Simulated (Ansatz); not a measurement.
Program: Ansatz. Geometries: PBE0-D4/def2-TZVP. ΔE: electronic, gas phase. CCSD(T)/CBS adds triple-zeta CCSD(T) − MP2 to the extrapolated MP2 energy (def2 sets, frozen cores). This one scheme is used for every species. Functionals use def2-TZVPP. B3LYP here is the variant with VWN-RPA as its local correlation; programs differ in this. One conformer a species, not always the lowest.

`C[Si](O)([SiH3])S` + `[NH2][AlH2]` → `[AlH2][NH][SiH3]` + `C[SiH](O)S`  (cleavage of the Si–Si bond)

`C[Si](O)([SiH3])S`:

Z-matrix (Å, degrees):
```
C
Si 1 1.864
H 1 1.093 2 110.9
H 1 1.093 2 110.1 3 -120.0
H 1 1.094 2 111.0 3 120.2
O 2 1.651 1 112.5 3 176.2
Si 2 2.338 1 113.9 3 56.5
S 2 2.149 1 104.1 3 -63.2
H 6 0.960 2 116.9 1 69.9
H 7 1.489 2 111.9 1 69.1
H 7 1.488 2 109.7 1 -170.0
H 7 1.488 2 109.3 1 -51.1
H 8 1.344 2 94.8 1 175.5
```

`[NH2][AlH2]`:

Cartesian coordinates in Å:
```
N 0.897 0.253 0.102
Al -0.793 -0.224 -0.090
H 1.688 -0.294 -0.198
H 1.209 1.111 0.527
H -1.095 -1.614 -0.785
H -1.906 0.767 0.444
```

`[AlH2][NH][SiH3]`:

```xyz
9

Al   -1.157   -1.133    0.742
N     0.138    0.084    0.620
Si    0.819    0.821   -0.787
H    -1.817   -1.653   -0.596
H    -1.566   -1.619    2.192
H     0.541    0.397    1.495
H     0.646    2.301   -0.786
H     0.119    0.252   -1.967
H     2.279    0.551   -0.912
```

`C[SiH](O)S`:

```xyz
10

C    -0.085   -0.537    1.268
Si    0.383    0.416   -0.249
O    -0.837    1.494   -0.496
S     0.707   -0.833   -1.958
H     0.698   -1.252    1.529
H    -0.234    0.143    2.110
H    -1.016   -1.086    1.107
H     1.697    1.097   -0.107
H    -0.818    1.986   -1.319
H    -0.496   -1.428   -1.885
```

```tsv
level	ΔE (kJ/mol)	difference from CCSD(T)/CBS
r2SCAN-D4	-50.1	6.4
PBE0-D4	-42.2	14.3
B3LYP-D4	-51.6	4.9
ωB97X-V	-53.8	2.7
ωB97M-V	-59.1	-2.6
B2PLYP	-60.2	-3.7
r2SCAN	-51.1	5.4
B3LYP	-56.4	0.1
HF/def2-TZVPP	-77.0	-20.5
MP2/def2-TZVPP	-63.9	-7.4
SCS-MP2/def2-TZVPP	-67.4	-10.9
CCSD/def2-TZVPP	-60.8	-4.3
HF/def2-QZVPP	-78.6	-22.1
HF/CBS(def2)	-78.8	-22.3
MP2/CBS(def2)	-62.4	-5.9
CCSD/CBS(def2)	-59.3	-2.8
CCSD(T)/CBS	-56.5	0
```

Largest T1 diagnostic among the species: 0.012.

The D4 term adds +4.8 kJ/mol with B3LYP and +3.0 kJ/mol with PBE0; it sums over pairs of atoms, weighted by their polarisabilities, and B3LYP, whose exchange is more repulsive, gets the larger term. From PBE to PBE0 (25 % exact exchange), in def2-TZVPP and without D4, ΔE moves by −7.4 kJ/mol.
